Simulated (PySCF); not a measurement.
C3H7BFN, SMILES CB(N)/C=C\F.

The structure is a stationary point at ωB97X-D3(BJ)/def2-SVP. The structure was generated by enumeration; whether it is a known compound was not checked. One conformer was computed; it need not be the lowest.

Method: PySCF 2.14.0 with ωB97X-D3(BJ)/def2-SVP.

Harmonic, unscaled wavenumbers; measured fundamentals usually lie a few per cent lower.

```
mode  ν (cm⁻¹)  IR (km/mol)  Raman (Å⁴/amu)  depolarisation  moving atoms (share of kinetic energy)
----  --------  -----------  --------------  --------------  --------------------------------------
1           56          0.9             0.1            0.75          C 36 %, F 29 %, H 19 %, N 14 %
2          124          0.9             0.0               –                                  H 96 %
3          191          3.8             0.6            0.39          F 43 %, N 26 %, C 14 %, H 13 %
4          288          1.0             0.6            0.56  C 31 %, H 25 %, F 20 %, N 14 %, B 10 %
5          289         18.7             5.3            0.75                  C 37 %, H 35 %, B 19 %
6          367          0.7             0.7            0.72           H 33 %, C 28 %, N 24 %, B 8 %
7          499          0.2             0.6            0.75                  H 57 %, B 23 %, C 19 %
8          562        143.1             0.6            0.75                          H 81 %, N 18 %
9          650          1.1             5.3            0.12                   C 63 %, H 16 %, N 9 %
10         683         26.2             1.9            0.75                   H 77 %, B 10 %, C 9 %
11         787          4.2             5.2            0.27            C 51 %, H 31 %, F 9 %, N 8 %
12         806         14.3             3.4            0.75                          H 74 %, C 23 %
13         856          3.3             2.5            0.26                  H 56 %, C 25 %, N 11 %
14         891          3.7             1.9            0.74                  H 55 %, C 23 %, N 14 %
15         905         32.2             1.1            0.75                  H 51 %, B 28 %, C 20 %
16         994          0.0             2.3            0.75                          H 75 %, C 24 %
17        1046         59.5             5.3            0.42                  H 47 %, C 25 %, F 25 %
18        1180        110.2             1.6            0.70                  H 42 %, B 41 %, C 10 %
19        1264         44.8             8.4            0.68                  H 67 %, C 17 %, F 11 %
20        1328         51.4             5.8            0.74                  H 66 %, C 18 %, B 13 %
21        1393         61.8            13.6            0.52                  H 50 %, B 33 %, C 12 %
22        1423         59.8             5.4            0.29                  H 61 %, C 27 %, B 11 %
23        1450          3.8            16.4            0.75                                  H 96 %
24        1471         11.1             8.5            0.49                          H 76 %, B 16 %
25        1613        180.8             4.1            0.74                  H 66 %, N 22 %, B 12 %
26        1749        211.6            50.8            0.21                                  C 93 %
27        3052          5.0           139.1            0.00                                  H 97 %
28        3135         11.9            75.0            0.75                           H 91 %, C 9 %
29        3152         27.0            82.7            0.74                           H 91 %, C 9 %
30        3191          1.3            56.7            0.66                                  H 92 %
31        3220         15.1           129.7            0.18                           H 91 %, C 9 %
32        3641         33.8            96.1            0.13                                  H 96 %
33        3750         39.6            50.7            0.73                           H 91 %, N 9 %
```
